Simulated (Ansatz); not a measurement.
Geometry optimisation, RKS BLYP/def2-SVP (Ansatz).

input.yaml

```yaml
crystal:
  periodic: [false, false, false]
  atoms:
    - { symbol: "N", position_ang: [-0.2427, 1.1948, -0.5436] }
    - { symbol: Si, position_ang: [0.8029, -0.1551, -0.3155] }
    - { symbol: O, position_ang: [-0.109, -1.4739, 0.3154] }
    - { symbol: Zn, position_ang: [-0.5124, -2.2294, 0.6978] }
    - { symbol: H, position_ang: [0.09837, 2.01647, 0.00845] }
    - { symbol: H, position_ang: [-0.18076, 1.54715, -1.55376] }
    - { symbol: H, position_ang: [1.9041, 0.2265, 0.6242] }
basis:
  gaussian: { orbitals: def2-SVP }
hamiltonian:
  xc: blyp
relax:
  f_tol: 0.015
  max_steps: 40
```

Command:

```bash
$ ansatz run input.yaml --threads 1 --pin off --max-ram 2048MiB --backend cpu --events-out ev --progress --plain --runs-dir out
```

Where does it end, and by what steps?

The run converged. After 15 steps the energy has fallen by 51.602 eV; Zn4 moved furthest, 0.99 Å. The start is strongly strained (largest force component 199 eV/Å), so its close contacts needn't be bonds. Parted: Si2–Zn4.

```json
{"step": "0", "energy less start (eV)": "0.0000", "largest force component (eV/Å)": "198.791", "accepted": "yes"}
{"step": "1", "energy less start (eV)": "-42.7558", "largest force component (eV/Å)": "35.341", "accepted": "yes"}
{"step": "2", "energy less start (eV)": "-47.0690", "largest force component (eV/Å)": "18.678", "accepted": "yes"}
{"step": "3", "energy less start (eV)": "-49.6866", "largest force component (eV/Å)": "7.398", "accepted": "yes"}
{"step": "4", "energy less start (eV)": "-50.8447", "largest force component (eV/Å)": "2.116", "accepted": "yes"}
{"step": "5", "energy less start (eV)": "-51.2712", "largest force component (eV/Å)": "0.828", "accepted": "yes"}
{"step": "6", "energy less start (eV)": "-51.2952", "largest force component (eV/Å)": "1.968", "accepted": "yes"}
{"step": "7", "energy less start (eV)": "-51.5462", "largest force component (eV/Å)": "0.702", "accepted": "yes"}
{"step": "8", "energy less start (eV)": "-51.5393", "largest force component (eV/Å)": "0.985", "accepted": "no"}
{"step": "9", "energy less start (eV)": "-51.5956", "largest force component (eV/Å)": "0.210", "accepted": "yes"}
{"step": "10", "energy less start (eV)": "-51.5973", "largest force component (eV/Å)": "0.171", "accepted": "yes"}
{"step": "11", "energy less start (eV)": "-51.6008", "largest force component (eV/Å)": "0.029", "accepted": "yes"}
{"step": "12", "energy less start (eV)": "-51.6011", "largest force component (eV/Å)": "0.015", "accepted": "yes"}
{"step": "13", "energy less start (eV)": "-51.6014", "largest force component (eV/Å)": "0.027", "accepted": "yes"}
{"step": "14", "energy less start (eV)": "-51.6017", "largest force component (eV/Å)": "0.016", "accepted": "yes"}
{"step": "15", "energy less start (eV)": "-51.6017", "largest force component (eV/Å)": "0.005", "accepted": "yes"}
```

```xyz
7
Properties=species:S:1:pos:R:3
N 0.054 1.365 -0.597
Si 0.881 0.016 0.036
O 0.413 -1.472 -0.076
Zn -1.203 -2.933 0.688
H 0.366 2.332 -0.469
H -0.790 1.283 -1.171
H 2.040 0.536 0.823
```

Whether the end is a true minimum wasn't checked by a vibrational analysis.

Time of the run: 44 s on 1 thread of AMD EPYC 7R43 64-Core Processor (Zen 3), on a shared host, peak memory 0.16 GiB.
